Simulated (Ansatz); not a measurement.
Species: sum formula SiHBr (charge 0, singlet). 
Geometry from a B3LYP-D3(BJ)/def2-TZVP (Ansatz, a program for electronic structure) optimisation:
SMILES: [SiH]Br
```xyz
3

Si    -0.8792    -0.7820     1.0617
H     -1.8991    -1.2190     0.0169
Br     0.4059     0.3476    -0.4252
```

Parts of the frozen-core correlation energy in STO-3G (Ansatz, hartree). Frozen orbitals: 19; correlated occupied orbitals by spin: 6 and 6; virtual: 3 and 3. No spin-orbit coupling. Non-relativistic.

```json
[
 {"term": "reference (HF)", "value": "-2830.83118"},
 {"term": "MP2 opposite-spin", "value": "…"},
 {"term": "MP2 same-spin", "value": "…"},
 {"term": "CCSD correlation", "value": "…"},
 {"term": "(T)", "value": "-0.00123"},
 {"term": "FCI minus CCSD(T)", "value": "-0.00036"},
 {"term": "T1 diagnostic", "value": "0.014"},
 {"term": "largest doubles amplitude", "value": "0.071"}
]
```

What belongs in the gaps?


- MP2 opposite-spin, value: -0.03352
- MP2 same-spin, value: -0.00264
- CCSD correlation, value: -0.05295
